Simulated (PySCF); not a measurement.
CH6Ge.
Structure used (PBE0-D3(BJ)/def2-TZVP), in Å, numbered top down from 1:
```
atom  x, y, z in Å
C1    -1.0215   -0.0999   -0.0727
Ge2    0.9187    0.0839    0.0508
H3    -1.3386   -0.0865   -1.1159
H4    -1.5117    0.7219    0.4503
H5    -1.3418   -1.0400    0.3775
H6     1.3779   -0.0656    1.5125
H7     1.6170   -0.9969   -0.7939
H8     1.3607    1.4665   -0.4615
```

Level of theory: TDDFT CAM-B3LYP/aug-cc-pVTZ, vertical, gas phase, core orbitals frozen in the response (PySCF 2.14.0, density-fitted response routines). Geometry: PBE0-D3(BJ)/def2-TZVP; no solvent, vibrations or thermal averaging. Relativistic effects, spin–orbit coupling among them, are left out although an element past zinc is present.

Ground-to-excited transition dipoles (e·a0, same axes as the geometry; the sign carries no meaning), for the states with f of 0.002 or more among the lowest 8:

```json
{"state": "S1", "E (eV)": "7.822", "μx": "-0.493", "μy": "-0.046", "μz": "-0.029"}
{"state": "S2", "E (eV)": "8.206", "μx": "0.041", "μy": "-0.040", "μz": "-0.608"}
{"state": "S3", "E (eV)": "8.207", "μx": "-0.055", "μy": "0.606", "μz": "-0.044"}
{"state": "S4", "E (eV)": "8.496", "μx": "-1.207", "μy": "-0.111", "μz": "-0.094"}
{"state": "S5", "E (eV)": "8.515", "μx": "-0.080", "μy": "0.054", "μz": "0.567"}
{"state": "S6", "E (eV)": "8.516", "μx": "-0.040", "μy": "0.570", "μz": "-0.059"}
{"state": "S7", "E (eV)": "8.788", "μx": "0.007", "μy": "0.077", "μz": "-0.214"}
{"state": "S8", "E (eV)": "8.788", "μx": "-0.026", "μy": "0.215", "μz": "0.076"}
```

Work out the oscillator strengths.

f = (2/3) ΔE |μ|² with ΔE in hartree (27.2114 eV).

```
state  |μ|² (au)  |μ| (D)      f
   S1      0.246     1.26  0.047
   S2      0.373     1.55  0.075
   S3      0.373     1.55  0.075
   S4      1.478     3.09  0.308
   S5      0.330     1.46  0.069
   S6      0.330     1.46  0.069
   S7      0.052     0.58  0.011
   S8      0.053     0.58  0.011
```

What angle do the transition dipoles of S1 and S4 make?

|cos θ| = |μa·μb| / (|μa| |μb|) = 1.00, so θ ≈ 1° (taken between 0 and 90°, since the signs are arbitrary).

What peak molar absorption coefficient would the strongest computed level give as a lone Gaussian band 0.4 eV wide at half height?

ε(max) = 2.175×10⁸ f / FWHM, with the width in cm⁻¹. S4: 2.175×10⁸ × 0.3077 / 3226 ≈ 21000 L mol⁻¹ cm⁻¹.

S2/S3, S5/S6 and S7/S8 coincide within about 0.01 eV; within a degenerate level the directions of the single components are arbitrary.

Without π bonds the low states may be Rydberg-like; a valence basis with one diffuse set may place them up to an eV too high.
